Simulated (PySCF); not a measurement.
Computed IR spectrum (relative IR intensity) of a molecule C₂H₆F₂Si. Geometry optimised at PBE0-D3(BJ)/def2-SVP. One conformer was computed; it need not be the lowest. Method: PBE0-D3(BJ)/def2-SVP in PySCF. Frequencies are harmonic and unscaled.

Lines under 2 % of the strongest are left out, and lines within 2 cm⁻¹ are merged.

```csv
ν (cm⁻¹),relative intensity
253,5.1
326,5.1
615,5.8
668,9.1
711,10
767,41
787,11
849,6.4
884,78
948,100
1109,36
1271,21
1428,3.3
1448,3.0
2264,66
3033,8.6
3093,8.8
```

Question: Which structure fits?
(A) FC(F)C[SiH3]
(B) C[SiH2]C(F)F
(C) C[C@@H](F)[SiH2]F
(D) C[Si@H](F)CF

Answer: D, C[Si@H](F)CF
